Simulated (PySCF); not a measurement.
## Assigning NMR signals

Atoms are numbered as in `[O:1]=[C:2]([SiH3:3])[O:4][Si@@H:5]([SiH3:6])[NH:7][SiH3:8]`. Each H is labelled by its parent atom.

All values are calculated (PySCF 2.14.0 with density-fitted response routines): geometry from GFN2-xTB, σ from GIAO-PBE0/pcSseg-1. Relativity neglected, gas phase, one averaged value for each set of equivalent atoms, single conformer.

δ = σ(ref) − σ, references computed at the same level: TMS for ¹H.

Assign these signals to the numbered atoms. ¹H NMR (300 MHz, computed): δ 5.66 (q, 1H), 4.76 (s, 3H), 4.10 (s, 3H), 3.72 (d, 3H), -0.11 (br s, 1H).

Results:


| δ (ppm) | atoms | environment | reason |
| --- | --- | --- | --- |
| 5.66 | H(Si5) | hydrogen on a silicon bonded to N, O, Si | – |
| 4.76 | H(Si8) | hydrogen on a silicon bonded to N | – |
| 4.10 | H(Si3) | hydrogen on a silicon bonded to C | – |
| 3.72 | H(Si6) | hydrogen on a silicon bonded to Si | – |
| -0.11 | H(N7) | hydrogen on a nitrogen bonded to 2 Si | exchangeable, gas-phase position |

The OH or NH signal is concentration- and solvent-dependent in practice; the value given is the gas-phase one. Multiplicities follow the n + 1 count of equivalent neighbours, as no J values were calculated; m marks all less simple cases, F and P coupling included.
